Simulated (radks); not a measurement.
Dispersion coefficients C6 (hartree bohr^6) between ground-configuration atoms and ions, from the Casimir-Polder integral (3/pi) of alpha_A(iw) alpha_B(iw). Method: non-relativistic Kohn-Sham, LB94 model potential, spin-polarised, spherical densities, point nucleus; open shells are filled with parallel spins first (spin-orbit coupling, left out, can overturn this in heavy ions); computed with a radial shooting solver on a logarithmic mesh with Libxc functionals. Response by self-consistent Sternheimer equations with the Hartree and adiabatic LDA kernel. For heavy and open-shell atoms this level of theory can miss by tens of per cent.

C6,Ge+,Fe+,Rh,Ne3+,Cu,Ag,Mo
Ge+,90.87,,,,,,
Fe+,91.54,94.42,,,,,
Rh,176.9,183.9,359.7,,,,
Ne3+,6.152,5.969,11.30,0.6043,,,
Cu,122.1,127.3,249.1,7.634,172.9,,
Ag,156.4,162.2,317.0,10.20,219.3,279.6,
Mo,223.9,235.2,462.0,13.60,320.7,406.2,597.3

Static polarisabilities (bohr^3): Ge+ ([Ar] 3d10 4s2 4p1) 16.66, Fe+ ([Ar] 3d6 4s1) 20.80, Rh ([Kr] 4d8 5s1) 44.89, Ne3+ ([He] 2s2 2p3) 0.6902, Cu ([Ar] 3d10 4s1) 30.99, Ag ([Kr] 4d10 5s1) 38.76, Mo ([Kr] 4d5 5s1) 62.26. The combination rule 2 Ca Cb / ((alpha_b/alpha_a) Ca + (alpha_a/alpha_b) Cb) gives 406.8 for Ag-Mo, against 406.2 from the integral.
